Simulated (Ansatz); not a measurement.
Ansatz (a first-principles code) input (HF/6-31G* with LANL2DZ past Ar): The .json file joins the Basis Set Exchange's 6-31G* for atoms up to Ar and LANL2DZ past it.

Ansatz 0.2 input:
```yaml
crystal:
  periodic: [false, false, false]
  atoms:
    - {symbol: C, position_ang: [-1.41252900, -0.46030700, 0.06426300]}
    - {symbol: Br, position_ang: [0.35005100, 0.11407200, -0.01592600]}
    - {symbol: H, position_ang: [-1.88850600, -0.48301100, 1.02928300]}
    - {symbol: H, position_ang: [-1.88809400, -0.74768500, -0.85746700]}
basis:
  gaussian:
    orbitals: 6-31Gs+LANL2DZ.json
hamiltonian:
  xc: {name: HF}
magnetization: {spin_polarized: true, initial_magnetization: 1}
relax: {f_tol: 0.003, max_steps: 120}
```

From the output:

```
these checks for a lower state are left out or cut short: starts, cluster_reference, orbital_swaps, neighbouring_geometries, increment
integrals: 0.00 GiB planned
370 factors; integrals over basis functions are off by at most 4.3e-4 eV
mean field: 0.05 GiB planned
mean field -1412.28298168 eV, -51.9004422971 hartree, gradient 2.9e-5 eV, S^2 0.769754; 0 other end points of the search recorded, 0 dependent functions left out
the calculation of the forces begins
reference -1412.28298168 eV, -51.9004422971 hartree; 8, 7 occupied and 19, 20 virtual orbitals, 370 factors
relax step  10: F+E_penalty+E_count = -1412.28298168 eV  Δ(F+E_penalty+E_count) = -5.300e-4 eV  max|allowed force component| = 3.867e-2 eV/Å  Δτ_max = 0.0136 Å  (27 SCF iters, accepted)
these checks for a lower state are left out or cut short: starts, cluster_reference, orbital_swaps, neighbouring_geometries, increment
integrals: 0.00 GiB planned
370 factors; integrals over basis functions are off by at most 4.0e-4 eV
mean field: 0.05 GiB planned
mean field evaluation 64: about -1411.8841 eV, gradient 7.3e0 eV
mean field -1412.28633311 eV, -51.9005654598 hartree, gradient 3.9e-5 eV, S^2 0.765240; 0 other end points of the search recorded, 0 dependent functions left out
the calculation of the forces begins
reference -1412.28633311 eV, -51.9005654598 hartree; 8, 7 occupied and 19, 20 virtual orbitals, 370 factors
relax step  11: F+E_penalty+E_count = -1412.28633311 eV  Δ(F+E_penalty+E_count) = -3.351e-3 eV  max|allowed force component| = 2.599e-1 eV/Å  Δτ_max = 0.1608 Å  (32 SCF iters, accepted)
these checks for a lower state are left out or cut short: starts, cluster_reference, orbital_swaps, neighbouring_geometries, increment
integrals: 0.00 GiB planned
370 factors; integrals over basis functions are off by at most 4.4e-4 eV
mean field: 0.05 GiB planned
mean field -1412.27736895 eV, -51.9002360331 hartree, gradient 2.8e-5 eV, S^2 0.769447; 0 other end points of the search recorded, 0 dependent functions left out
the calculation of the forces begins
reference -1412.27736895 eV, -51.9002360331 hartree; 8, 7 occupied and 19, 20 virtual orbitals, 370 factors
relax step  12: F+E_penalty+E_count = -1412.27736895 eV  Δ(F+E_penalty+E_count) = +8.964e-3 eV  max|allowed force component| = 6.402e-1 eV/Å  Δτ_max = 0.1124 Å  (33 SCF iters, rejected (line search))
these checks for a lower state are left out or cut short: starts, cluster_reference, orbital_swaps, neighbouring_geometries, increment
integrals: 0.00 GiB planned
370 factors; integrals over basis functions are off by at most 4.1e-4 eV
mean field: 0.05 GiB planned
mean field -1412.29449824 eV, -51.9008655226 hartree, gradient 6.0e-5 eV, S^2 0.766724; 0 other end points of the search recorded, 0 dependent functions left out
the calculation of the forces begins
reference -1412.29449824 eV, -51.9008655226 hartree; 8, 7 occupied and 19, 20 virtual orbitals, 370 factors
relax step  13: F+E_penalty+E_count = -1412.29449824 eV  Δ(F+E_penalty+E_count) = -8.165e-3 eV  max|allowed force component| = 4.315e-2 eV/Å  Δτ_max = 0.0466 Å  (27 SCF iters, accepted)
these checks for a lower state are left out or cut short: starts, cluster_reference, orbital_swaps, neighbouring_geometries, increment
integrals: 0.00 GiB planned
370 factors; integrals over basis functions are off by at most 4.1e-4 eV
mean field: 0.05 GiB planned
mean field -1412.29460454 eV, -51.9008694293 hartree, gradient 2.9e-5 eV, S^2 0.766831; 0 other end points of the search recorded, 0 dependent functions left out
the calculation of the forces begins
reference -1412.29460454 eV, -51.9008694293 hartree; 8, 7 occupied and 19, 20 virtual orbitals, 370 factors
relax step  14: F+E_penalty+E_count = -1412.29460454 eV  Δ(F+E_penalty+E_count) = -1.063e-4 eV  max|allowed force component| = 1.128e-2 eV/Å  Δτ_max = 0.0025 Å  (28 SCF iters, accepted)
these checks for a lower state are left out or cut short: starts, cluster_reference, orbital_swaps, neighbouring_geometries, increment
integrals: 0.00 GiB planned
370 factors; integrals over basis functions are off by at most 4.1e-4 eV
mean field: 0.05 GiB planned
mean field -1412.29461517 eV, -51.9008698199 hartree, gradient 3.5e-5 eV, S^2 0.766823; 0 other end points of the search recorded, 0 dependent functions left out
the calculation of the forces begins
reference -1412.29461517 eV, -51.9008698199 hartree; 8, 7 occupied and 19, 20 virtual orbitals, 370 factors
relax step  15: F+E_penalty+E_count = -1412.29461517 eV  Δ(F+E_penalty+E_count) = -1.063e-5 eV  max|allowed force component| = 3.273e-3 eV/Å  Δτ_max = 0.0012 Å  (20 SCF iters, accepted)
these checks for a lower state are left out or cut short: starts, cluster_reference, orbital_swaps, neighbouring_geometries, increment
integrals: 0.00 GiB planned
370 factors; integrals over basis functions are off by at most 4.1e-4 eV
mean field: 0.05 GiB planned
mean field evaluation 96: about -1412.2946 eV, gradient 3.2e-2 eV
mean field -1412.29461728 eV, -51.9008698975 hartree, gradient 2.0e-5 eV, S^2 0.766845; 0 other end points of the search recorded, 0 dependent functions left out
the calculation of the forces begins
reference -1412.29461728 eV, -51.9008698975 hartree; 8, 7 occupied and 19, 20 virtual orbitals, 370 factors
relax step  16: F+E_penalty+E_count = -1412.29461728 eV  Δ(F+E_penalty+E_count) = -2.110e-6 eV  max|allowed force component| = 9.809e-4 eV/Å  Δτ_max = 0.0007 Å  (21 SCF iters, accepted)
integrals: 0.00 GiB planned
370 factors; integrals over basis functions are off by at most 4.1e-4 eV
mean field: 0.05 GiB planned
mean field -1412.29461728 eV, -51.9008698975 hartree, gradient 2.0e-5 eV, S^2 0.766845; 1 other end points of the search recorded, 0 dependent functions left out
the calculation of the forces begins
reference -1412.29461728 eV, -51.9008698975 hartree; 8, 7 occupied and 19, 20 virtual orbitals, 370 factors
Total energy: -1412.29461728 eV, -51.9008698975 hartree
Atom 0 at    -1.480688    -0.344684     0.048027 Å, force     0.000981     0.000382    -0.000053 eV/Å
Atom 1 at     0.390688     0.099999    -0.013941 Å, force    -0.000872    -0.000220     0.000031 eV/Å
Atom 2 at    -1.874741    -0.535490     1.024259 Å, force    -0.000055    -0.000026     0.000405 eV/Å
Atom 3 at    -1.874338    -0.796756    -0.838192 Å, force    -0.000054    -0.000136    -0.000382 eV/Å
Dipole moment:    -0.344423    -0.170826     0.023888 e Å
```

The geometry given is a B3LYP-D3(BJ)/def2-TZVP minimum.
